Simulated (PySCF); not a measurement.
Molecule: `C=C1C(=C)C(C=O)=C1C`, C$_{8}$H$_{8}$O.

Geometry (Å), atoms numbered from 1 in this order:
```xyz
17

C     0.146   -2.372   -0.378
C     0.182   -1.064   -0.172
C     1.242   -0.020   -0.035
C     2.562   -0.003   -0.068
C     0.151    0.965    0.147
C     0.109    2.388    0.366
O    -0.904    3.041    0.493
C    -0.820   -0.003    0.019
C    -2.290    0.003    0.059
H     1.047   -2.950   -0.491
H    -0.788   -2.907   -0.438
H     3.120    0.908    0.060
H     3.129   -0.905   -0.226
H     1.107    2.867    0.411
H    -2.674    0.799   -0.578
H    -2.698   -0.956   -0.253
H    -2.627    0.223    1.073
```

Frames of a GFN2-xTB Langevin trajectory at 600 K; GIAO PBE0/pcSseg-1 shieldings in PySCF 2.14, gas phase, non-relativistic; equivalent atoms averaged within each frame.

Scale: 13C (σref 186.93) and 1H (σref 31.72) vs TMS; H2O for 17O (σref 336.08) (reference shieldings calculated alike). The references are static minima.

Problem. How do the shifts (ppm) fluctuate along the trajectory?

Solution. 
```
         time (fs)     C8     C6     C2     C5     C3     C1     C4    C9     O7    H14
               250  201.6  189.2  165.4  161.6  155.3  103.5   97.6  14.2  682.6   9.09
               425  162.1  193.5  146.5  164.1  152.0  107.5  100.3   8.8  719.6   9.99
               625  190.8  193.8  153.2  159.1  156.7  107.7  104.1  17.5  685.9  11.31
               800  197.2  188.0  179.7  151.2  164.0  111.1   97.3  21.6  693.5  10.40
              1000  165.8  189.1  156.1  158.3  156.9  114.8  100.4  21.9  705.7  10.07
    mean of frames  183.5  190.7  160.2  158.8  157.0  108.9   99.9  16.8  697.5  10.17
standard deviation   18.3    2.7   12.8    4.9    4.4    4.2    2.7   5.5   15.2   0.80
```

5 frames give an uncertainty of the mean of about the standard deviation over 2.2 at best, since frames this close in time may not be independent; classical motion lacks zero-point vibration, and the reference would need the same averaging.
